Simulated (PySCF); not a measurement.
## NMR data sheet: C$_{5}$H$_{8}$F$_{3}$P

```
Formula                               : C5H8F3P
SMILES                                : C/C=P/CCC(F)(F)F
InChI                                 : InChI=1S/C5H8F3P/c1-2-9-4-3-5(6,7)8/h2H,3-4H2,1H3
Point group of the computed structure : C1
Carbon signals                        : 5
Proton signals                        : 4
```

Molfile (atoms numbered from 1):
```
C5H8F3P
     RDKit          3D

 17 16  0  0  0  0  0  0  0  0999 V2000
    2.9811    0.6805    0.1814 C   0  0  0  0  0  0  0  0  0  0  0  0
    1.6822   -0.0167   -0.0225 C   0  0  0  0  0  0  0  0  0  0  0  0
    0.8021   -0.6751    1.2377 P   0  0  0  0  0  0  0  0  0  0  0  0
   -0.6866   -1.3331    0.2817 C   0  0  0  0  0  0  0  0  0  0  0  0
   -1.6211   -0.2344   -0.2196 C   0  0  0  0  0  0  0  0  0  0  0  0
   -2.1821    0.5863    0.9219 C   0  0  0  0  0  0  0  0  0  0  0  0
   -1.2470    1.3288    1.5360 F   0  0  0  0  0  0  0  0  0  0  0  0
   -2.7572   -0.1652    1.8695 F   0  0  0  0  0  0  0  0  0  0  0  0
   -3.1225    1.4481    0.4974 F   0  0  0  0  0  0  0  0  0  0  0  0
    2.9113    1.7158   -0.1564 H   0  0  0  0  0  0  0  0  0  0  0  0
    3.7688    0.2019   -0.4022 H   0  0  0  0  0  0  0  0  0  0  0  0
    3.2658    0.6754    1.2308 H   0  0  0  0  0  0  0  0  0  0  0  0
    1.3385   -0.0704   -1.0499 H   0  0  0  0  0  0  0  0  0  0  0  0
   -1.2397   -2.0053    0.9424 H   0  0  0  0  0  0  0  0  0  0  0  0
   -0.3313   -1.9165   -0.5700 H   0  0  0  0  0  0  0  0  0  0  0  0
   -2.4717   -0.6639   -0.7548 H   0  0  0  0  0  0  0  0  0  0  0  0
   -1.0975    0.4558   -0.8841 H   0  0  0  0  0  0  0  0  0  0  0  0
  1  2  1  0
  2  3  2  0
  3  4  1  0
  4  5  1  0
  5  6  1  0
  6  7  1  0
  6  8  1  0
  6  9  1  0
  1 10  1  0
  1 11  1  0
  1 12  1  0
  2 13  1  0
  4 14  1  0
  4 15  1  0
  5 16  1  0
  5 17  1  0
M  END
```

- GFN2-xTB structure
- NMR shieldings at PBE0/pcSseg-1/GIAO
- run in PySCF 2.14.0 with density-fitted response routines
- one averaged value for each set of equivalent atoms, non-relativistic, a single conformation, isolated molecule

Scale: ¹H (σ = 31.72 ppm) and ¹³C (σ = 186.93 ppm) against TMS; CFCl3 for ¹⁹F (σ = 170.95 ppm); ³¹P (σ = 318.38 ppm) against H3PO4 (reference shieldings calculated alike).

```tsv
carbon	δC, type	δH (multiplicity)	HMBC from (2–3 bonds)	span of the C tensor (ppm)
C1	25.9, CH3	2.48 (m)	H13	40
C2	202.7, CH	9.05 (m)	H10/H11/H12, H14/H15	382
C4	26.4, CH2	2.17 (m)	H13, H16/H17	22
C5	40.0, CH2	2.39 (m)	H14/H15	21
C6	136.2, C	–	H16/H17, H14/H15	11
```

Other nuclei:
| atoms | nucleus | environment | δ (ppm) | σ (ppm) |
| --- | --- | --- | --- | --- |
| F7/F8/F9 | ¹⁹F | fluorine of a CF3 group | -79.6 | 250.5 |
| P3 | ³¹P | phosphorus bonded to 2 C | 291.8 | 26.6 |

δC 202.7: carbon double-bonded to a heavier main-group atom. δC 136.2: CF3 carbon; 3 electronegative neighbours deshield it. δC 40.0: sp3 CH2; saturated and bonded to C and H only. δC 25.9: methyl carbon; saturated and bonded to C and H only. δH 9.05: hydrogen on a carbon double-bonded to a heavier main-group atom.

Splittings by ¹⁹F and ³¹P in the carbon and heteronuclear signals aren't shown, as no couplings were computed. Shifts are as computed. Against solution values, carbons near 30 ppm lie about +3 ppm off and those near 130 ppm about +5 ppm. Of 1211 compounds with measured shifts, 218 miss one by over three times the rms of a fit or turn the order of signals round; such compounds aren't used in these exercises. Unscaled 19F shifts against computed CFCl3 carry errors that often reach 10 to 50 ppm. Experimental scales use liquid or dissolved standards, which lie at an offset from isolated H3PO4. Multiplicities follow the n + 1 count of equivalent neighbours, as no J values were calculated; m marks all less simple cases, F and P coupling included.
